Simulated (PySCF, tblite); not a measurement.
C6H16OSSi.
Structure used (GFN2-xTB), in Å, numbered top down from 1:
```xyz
25
C6H16OSSi angstrom
C     -2.0025    0.0594    1.1236
C     -1.3493   -0.4585   -0.1563
C     -1.3387   -1.9889   -0.1574
C      0.0512    0.1382   -0.3974
C      1.0517   -0.2156    0.7079
C      2.4930    0.0449    0.3005
S      3.0180   -0.9469   -1.1417
Si     0.0047    2.0274   -0.7322
O      0.2440    2.8920    0.6267
H     -1.4042   -0.1903    1.9969
H     -2.9845   -0.3924    1.2501
H     -2.1327    1.1390    1.0815
H     -1.9730   -0.1418   -1.0008
H     -0.8157   -2.3675   -1.0330
H     -2.3579   -2.3691   -0.1792
H     -0.8572   -2.3862    0.7335
H      0.4185   -0.3376   -1.3136
H      0.9577   -1.2701    0.9810
H      0.8567    0.3776    1.6052
H      3.1800   -0.1831    1.1169
H      2.6351    1.0802   -0.0037
H      2.7695   -2.1327   -0.5854
H     -1.2836    2.3579   -1.3465
H      1.1260    2.4865   -1.5389
H     -0.3176    2.8016    1.3920
```

Method used: PBE0/pcSseg-1 in PySCF (dipole) on a GFN2-xTB geometry, gas phase.

Take the most abundant isotopes and a rigid rotor. The values belong to one conformer with, in the numbering `[CH3:1][CH:2]([CH3:3])[C@H:4]([CH2:5][CH2:6][SH:7])[SiH2:8][OH:9]`, C1–C2–C4–C5 62°, C2–C4–C5–C6 165°, C4–C5–C6–S7 -61°, C5–C6–S7–H -58°, C2–C4–Si8–O9 94°.

Problem. Give the principal moments of inertia and the rotational constants in MHz.

Solution. Ia = 417.19, Ib = 615.26, Ic = 873.30 u·Å²; 505379 MHz·u·Å²/I gives A = 1211, B = 821.4, C = 578.7 MHz.

Problem. What kind of rotor is it?

Solution. An asymmetric top: κ = (2 × 821.4 − 1211 − 578.7)/(1211 − 578.7) = -0.23.

Problem. What does the inertial defect say?

Solution. Not planar: Δ = Ic − Ia − Ib = -159.15 u·Å². For a rigid frame Δ = −2 Σ m c², so Σ m c² = 79.57 u·Å² lies off the ab plane: 23.37 from hydrogen and 56.21 from heavier atoms. The atom farthest from that plane is 1.89 Å away.

Problem. Give the other two planar moments, Paa and Pbb, and the rms extents of the mass along the axes.

Solution. Paa = Σ m a² = (Ib + Ic − Ia)/2 = 535.69 and Pbb = Σ m b² = (Ia + Ic − Ib)/2 = 337.61 u·Å². With the mass M = 164.07 u, the rms extents √(P/M) along a, b and c are 1.81, 1.43, 0.70 Å.

Problem. Which types of transition are allowed, and where do some lines up to J = 5 fall?

Solution. The dipole components are |μa| = 1.72 D, |μb| = 1.92 D, |μc| = 1.69 D. The squared components, which scale the intensities, stand as 0.81 : 1.00 : 0.77 (a : b : c). Some lines, for components of 0.1 D or more:

| type | branch | J(Ka,Kc) | MHz | lower level (cm⁻¹) |
| --- | --- | --- | --- | --- |
| a | Q | 3(2,1) ← 3(2,2) | 366 | 0.348 |
| c | Q | 4(2,3) ← 4(1,3) | 547 | 0.515 |
| b | Q | 5(3,2) ← 5(2,3) | 1854 | 0.817 |
| b | Q | 2(2,1) ← 2(1,2) | 1898 | 0.145 |
| c | Q | 5(4,2) ← 5(3,2) | 3094 | 0.879 |
| b | Q | 5(1,4) ← 5(0,5) | 3232 | 0.643 |
| b | Q | 5(2,4) ← 5(1,5) | 3500 | 0.644 |
| b | R | 3(1,3) ← 2(0,2) | 4021 | 0.137 |
| a | R | 4(1,4) ← 3(1,3) | 4991 | 0.271 |
| c | R | 3(1,2) ← 2(0,2) | 5458 | 0.137 |
| c | R | 3(2,1) ← 2(1,1) | 5737 | 0.169 |
| a | R | 5(2,4) ← 4(2,3) | 6818 | 0.533 |
| b | R | 3(3,0) ← 2(2,1) | 6822 | 0.208 |
| b | R | 4(3,1) ← 3(2,2) | 8450 | 0.348 |
| b | R | 4(4,1) ← 3(3,0) | 9182 | 0.436 |
| c | R | 4(4,1) ← 3(3,1) | 9201 | 0.435 |
| c | R | 5(3,2) ← 4(2,2) | 9451 | 0.563 |
| c | R | 5(3,3) ← 4(2,3) | 9937 | 0.533 |

Problem. Estimate the classical rotational partition function at 50 K, 100 K and 298.15 K.

Solution. Point group C1, symmetry number σ = 1; q = (√π/σ)·√((kT/h)³/(ABC)), k/h = 20836.6 MHz/K: 78500 at 50 K, 222000 at 100 K, 1140000 at 298.15 K.

Its GFN2-xTB frequencies are all real (lowest 24 cm⁻¹). No vibrational averaging or centrifugal distortion is included, and the geometry carries the error of its method. A rigid rotor knows nothing of internal rotation, which can split or shift real lines.
